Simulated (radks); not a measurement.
The numbers below are computed, except where a source is named.
Task: K+, 18 electrons, occupied as [Ne] 3p6 4s2 (not the ground configuration). Code: a radial shooting solver on a logarithmic mesh with Libxc functionals. Model: non-relativistic Kohn-Sham, TPSS, spin-polarised, spherical densities, point nucleus; meta-GGA in the generalised Kohn-Sham scheme. Some entries of the table are withheld. Estimate them.

orbital  occ.  eigenvalue (hartree)  <1/r> (bohr^-1)  <r> (bohr)
1s          2             -130.1895            18.55     0.08148
2s          2                   (1)            3.774         (2)
2p          6             -11.29160            3.693      0.3507
3s          0              -2.06488            1.148       1.210
3p          6              -1.42236            1.041       1.307
3d          0              -0.49946           0.7707         (3)
4s          2              -0.38523           0.3797       3.436

Result: 
(1) 2s eigenvalue (hartree): -13.92988
(2) 2s <r> (bohr): 0.3889
(3) 3d <r> (bohr): 1.673
